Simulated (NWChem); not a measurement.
System: C2H5BO2; SMILES O=CB(O)C

```xyz
10

C     -0.6142    -1.8900    -0.0004
B      0.0618    -0.4830     0.0002
O      1.3918    -0.3044     0.0003
C     -0.7376     0.9347     0.0007
O     -0.0751     1.9532    -0.0007
H     -1.2703    -2.0001    -0.8816
H     -1.2770    -1.9979     0.8760
H      0.1109    -2.7156     0.0033
H      1.5610     0.6571     0.0001
H     -1.8567     1.0127     0.0026
```
Atoms are numbered in this order, from 1.

All runs: NWChem. Medium grid unless said otherwise, to which SCAN and Minnesota functionals are sensitive. Coordinates come from a PBE0/def2-SVP optimisation. B3LYP is NWChem's, with the RPA form of VWN correlation. Total energies of different functionals are on different scales.

| level | energy (Ha) | highest occupied level (eV) | orbital gap (eV) | dipole (D) |
|---|---|---|---|---|
| PBE/def2-TZVP | -254.3598 | -5.87 | 2.58 | 1.63 |
| B3LYP/def2-TZVP | -254.6763 | -7.22 | 4.76 | 1.81 |
| r2SCAN/def2-TZVP | -254.5253 | -6.15 | 3.03 | 1.73 |
| PW6B95/def2-TZVP | -254.9699 | (withheld) | (withheld) | 1.81 |
| BLYP/def2-TZVP | -254.5960 | -5.82 | 2.66 | 1.65 |
| LDA (Slater exchange, VWN5)/def2-TZVP | -252.5805 | -6.03 | 2.45 | 1.74 |

Some entries are withheld; supply them.


- PW6B95/def2-TZVP, highest occupied level (eV): -7.57
- PW6B95/def2-TZVP, orbital gap (eV): 5.44
